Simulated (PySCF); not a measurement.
## Electron correlation in Sn²⁺ (tin, charge +2)

[Kr] 4d9 5s2 5p1, one real determinant (an excited configuration). Calculation: PySCF 2.14, in def2-QZVPPD with the def2 core potential (28 electrons); scalar relativity through the core potential. Frozen: nothing; 20 electrons correlated.

MP2 pair energies summed by pair of shells (mhartree):

```tsv
pair	energy	share (%)
4d-4d	-259.14	45.1
4p-4d	-100.22	17.4
4d-5s	-75.08	13.1
4p-4p	-36.03	6.3
5s-5s	-19.58	3.4
4d-5p	-18.75	3.3
4s-4d	-18.49	3.2
5s-5p	-16.54	2.9
4s-4p	-11.88	2.1
4p-5s	-10.89	1.9
4p-5p	-3.57	0.6
4s-4s	-3.20	0.6
4s-5s	-1.15	0.2
4s-5p	-0.33	0.1
```

Total MP2 correlation energy: -574.85 mhartree.

Same-spin part -195.58 and opposite-spin part -379.26 mhartree; SCS-MP2 scales them by 1/3 and 6/5 to -520.31 mhartree.

The reference is one real determinant that mixes LS terms of this configuration.

The basis has no tight functions for the innermost shells, so their pair energies are far from complete.

This basis was not built for core-valence correlation, so the inner-shell part is incomplete.
